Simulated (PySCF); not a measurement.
# Radial density of Pt⁺ (platinum, charge +1)

UHF, [Xe] 4f14 5d8 6p1, one real determinant (an excited configuration). All numbers are calculated (PySCF 2.14, a scalar-relativistic core potential, in aug-cc-pVQZ-PP with ECP60MDF). This is the valence pseudo-density: the core potential removes the inner electrons and smooths the orbitals near the nucleus.

| r (bohr) | 4πr²ρ (e/bohr) | 4πr²(ρα − ρβ) |
| --- | --- | --- |
| 0.126 | 4.532e-05 | 0.0000 |
| 0.212 | 0.001188 | 0.0001 |
| 0.356 | 0.08760 | 0.0047 |
| 0.599 | 4.191 | 0.1772 |
| 1.01 | 15.56 | 1.3707 |
| 1.69 | 6.325 | 1.1966 |
| 2.85 | 1.010 | 0.4928 |
| 4.80 | 0.1760 | 0.1665 |
| 8.07 | 0.006349 | 0.0063 |

⟨L²⟩ = 14.06 against 20 for a pure G term, so this real determinant mixes terms. Energies and moments cover only the electrons outside the core potential. Spin-orbit coupling, absent here, splits the open shell strongly.
